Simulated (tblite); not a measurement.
Species: C₃H₁₀P₂Si₂.
Geometry (GFN2-xTB, Å), atoms numbered from 1 in this order:
```xyz
17
C3H10P2Si2 angstrom
C     -1.8075    0.8562    1.3761
C     -1.4673   -0.0261    0.4477
C     -2.3997   -0.4617   -0.6362
Si     0.2605   -0.7775    0.3872
P      1.5791    0.0933    2.0200
Si     2.7086    0.9476    0.2544
P      1.4066    0.0801   -1.3860
H     -2.7857    1.3123    1.4066
H     -1.1162    1.1535    2.1499
H     -3.3185    0.1205   -0.6281
H     -1.9162   -0.3517   -1.6061
H     -2.6490   -1.5145   -0.5101
H      0.2549   -2.2480    0.3751
H      2.3649   -1.0375    2.1306
H      2.5924    2.4040    0.2523
H      4.1014    0.5091    0.1816
H      2.1848   -1.0476   -1.5754
```

Computed values, GFN2-xTB/tblite, gas phase, harmonic and unscaled. This tight-binding method is rough: wavenumbers can miss measured ones by several per cent, in bad cases by 10 to 20. Modes of hydrogen on phosphorus and silicon can be 10 to 20 % off. One conformer, not necessarily the lowest.

Harmonic wavenumbers (cm⁻¹): 27.0, 31.5, 86.5, 118.9, 152.0, 209.3, 271.3, 354.6, 377.9, 392.1, 421.6, 435.2, 446.2, 455.1, 483.3, 509.8, 589.6, 610.0, 632.4, 636.6, 676.2, 685.8, 690.2, 707.6, 741.9, 910.3, 960.4, 1011.4, 1038.8, 1214.3, 1395.1, 1413.1, 1475.8, 1483.9, 1682.5, 2169.4, 2241.4, 2263.0, 2310.0, 2328.2, 3002.3, 3015.2, 3029.2, 3066.1, 3089.5.

A = 1787, B = 926.8, C = 714.2 MHz; mass 163.980 u (most abundant isotopes); point group C1, symmetry number 1.

Q: What is the zero-point energy?

A: ½Σν̃ = 24921 cm⁻¹ = 298.12 kJ/mol.

Q: Entropy at 273.15 K, 1 bar (ideal gas, RRHO, classical rotation)?

A: Translation 170.64, rotation 124.37, vibration 139.84: S = 434.9 J/(mol K).

Q: And Cp and H(273.15 K) − H(0)?

A: Cp = 174.58 J/(mol K), of which vibrations give 141.32 (their classical limit is 45 R = 374.2); H(273.15 K) − H(0) = 28.49 kJ/mol without the zero-point energy, 19.40 from vibrations.

Q: Blend soft modes into free rotors: weight 1/[1 + (100 cm⁻¹/ν̃)⁴] for the oscillator and the rest for a rotor with moment μB/(μ + B), μ = h/(8π²ν), B = 10⁻⁴⁴ kg m². What vibrational entropy results?

A: 123.36 J/(mol K) in place of 139.84, which changes −T·S at 273.15 K by +4.50 kJ/mol.

Q: What must be added to the electronic energy to get the Gibbs energy at 273.15 K and 1 bar?

A: ZPE + [H(273.15 K) − H(0)] − T·S = 298.12 + 28.49 − 118.78 = 207.83 kJ/mol.

Q: How do the functions run with temperature in this model?

A: 
```tsv
T (K)	S (J/(mol K))	Cp (J/(mol K))	H − H(0) (kJ/mol)	G − H(0) (kJ/mol)	ln q(vib)
150	350.5	110.4	10.76	-41.82	4.45
250	419.9	164.0	24.57	-80.40	7.55
298.15	450.6	185.1	32.99	-101.36	9.06
400	510.2	220.7	53.75	-150.35	12.20
600	609.5	268.6	103.03	-262.67	18.02
900	727.8	314.2	191.00	-464.00	25.76
```

q(vib) and H(0) count from the zero-point level.

Hindered rotation and anharmonicity are outside this model. Other conformers, if any are populated, would add a mixing term that is left out. The structure is chiral; the term R ln 2 for an equal mix with its mirror image is left out.
